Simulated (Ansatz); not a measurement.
Input file for Ansatz (a quantum-chemistry and plane-wave program): R-CCSD(T)/def2-SVP on BClFHSe (SMILES FB(Cl)[SeH]), a point of a torsion scan. The run froze 21 orbitals, filled d shells among them.

Ansatz 0.2 input:
```yaml
crystal:
  periodic: [false, false, false]
  atoms:
    - {symbol: F, position_ang: [-0.74260153, 1.29097057, -0.21930207]}
    - {symbol: B, position_ang: [-0.56599353, 0.03295649, 0.13418875]}
    - {symbol: Cl, position_ang: [-1.83138314, -1.06744080, -0.14851740]}
    - {symbol: Se, position_ang: [1.24669739, -0.49096278, 0.67380300]}
    - {symbol: H, position_ang: [1.87863779, 0.11190262, -0.47117380]}
basis:
  gaussian:
    orbitals: def2-SVP
magnetization: {spin_polarized: false}
correlation: {method: ccsd_t, electrons: outside_noble_gas}
scf: {lower_state_search: off}
```

Program output:

```
WARN ansatz: RAYON_NUM_THREADS=1 ignored (pool sized by the plan → 1); use --threads N
Functional definition: HF
these checks for a lower state are left out or cut short: stability, starts, cluster_reference, orbital_swaps, neighbouring_geometries, increment
integrals: 0.07 GiB planned
787 factors; integrals over basis functions are off by at most 1.1e-3 eV
mean field: 0.26 GiB planned
mean field evaluation 1: about -81186.7088 eV, gradient 2.6e1 eV
mean field evaluation 2: about -81186.7511 eV, gradient 2.6e1 eV
mean field evaluation 4: about -81188.4745 eV, gradient 2.3e0 eV
mean field evaluation 8: about -81188.5034 eV, gradient 1.8e-1 eV
mean field -81188.50361588 eV, -2983.6224763393 hartree, gradient 7.8e-7 eV, S^2 0.000000; 0 other end points of the search recorded, 0 dependent functions left out
21 core orbitals not correlated
reference -81188.50361588 eV, -2983.6224763393 hartree; 12, 12 occupied and 50, 50 virtual orbitals, 787 factors
second order -14.06624684 eV of doubles, -0.00000000 eV of singles
coupled cluster: 0.16 GiB planned
cycle   1  -14.51725835 eV  change   -4.5e-1 eV  update   9.0e-2
cycle   2  -14.83413898 eV  change   -3.2e-1 eV  update   2.6e-2
cycle   3  -14.91256955 eV  change   -7.8e-2 eV  update   1.4e-2
cycle   4  -14.90976880 eV  change    2.8e-3 eV  update   3.7e-3
cycle   5  -14.90709838 eV  change    2.7e-3 eV  update   1.5e-3
cycle   6  -14.90711681 eV  change   -1.8e-5 eV  update   5.6e-4
cycle   7  -14.90699543 eV  change    1.2e-4 eV  update   2.1e-4
cycle   8  -14.90703404 eV  change   -3.9e-5 eV  update   9.4e-5
cycle   9  -14.90706979 eV  change   -3.6e-5 eV  update   3.3e-5
cycle  10  -14.90705821 eV  change    1.2e-5 eV  update   1.0e-5
perturbative correction -0.36899456 eV, -0.0135602998 hartree
Total energy: -81203.77966864 eV, -2984.1838609238 hartree
Checks for a lower state left out: stability, starts, cluster_reference, orbital_swaps, neighbouring_geometries, increment
```

Self-consistency was reached.

Cost: around 7 core-seconds (rough).
